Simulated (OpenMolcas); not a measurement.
Ionisation energies of rhenium

* Program: OpenMolcas
* Basis: ANO-R2 [8s6p5d3f1g]
* Scalar Hamiltonian: X2C, finite nucleus
* Spin-orbit coupling: RASSI with atomic mean-field integrals over the reference wave functions, term energies averaged over their components

Active shells in each charge state: the valence d shell, with orbitals averaged over the low states. Where CASPT2's correlated closed shells are named, they are those of the first ion.

A. CASSCF
B. SS-CASPT2, IPEA 0.25 Eh, imaginary shift 0.1 Eh (closed shells correlated: 5s 5p)
C. SS-CASPT2, IPEA 0.25 Eh, imaginary shift 0.1 Eh (closed shells correlated: 4f 5s 5p)
D. SS-CASPT2, IPEA 0 Eh, imaginary shift 0.1 Eh (closed shells correlated: 5s 5p)
E. SS-CASPT2, IPEA 0.25 Eh, imaginary shift 0.1 Eh (closed shells correlated: none)

Energies in eV between the lowest computed levels, named as in B; reference values from the NIST Atomic Spectra Database with their kind.

| From | To | A | B | C | D | E | Spin-orbit share in B | Reference |
| --- | --- | --- | --- | --- | --- | --- | --- | --- |
| Re2+ 5d5 6S 5/2 | Re3+ 5d4 5D0 | 26.695 | 27.536 | 27.768 | 27.630 | 27.262 | -0.620 | 27.000 (theoretical) |
| Re3+ 5d4 5D0 | Re4+ 5d3 4F 3/2 | 38.770 | 39.576 | 39.852 | 39.643 | 39.236 | -0.299 | 39.100 (theoretical) |
| Re4+ 5d3 4F 3/2 | Re5+ 5d2 3F2 | 52.241 | 52.890 | 53.207 | 52.948 | 52.483 | -0.381 | 51.900 (theoretical) |
| Re5+ 5d2 3F2 | Re6+ 5d 2D 3/2 | 67.269 | 67.954 | 68.313 | 68.011 | 67.418 | +0.463 | 67.000 (theoretical) |
| Re6+ 5d 2D 3/2 | Re7+ 5p6 1S0 | 81.597 | 82.233 | 82.609 | 82.281 | 81.597 | +0.837 | 82.710 (semi-empirical) |

The lowest level within the active space need not be the ion's true ground level.
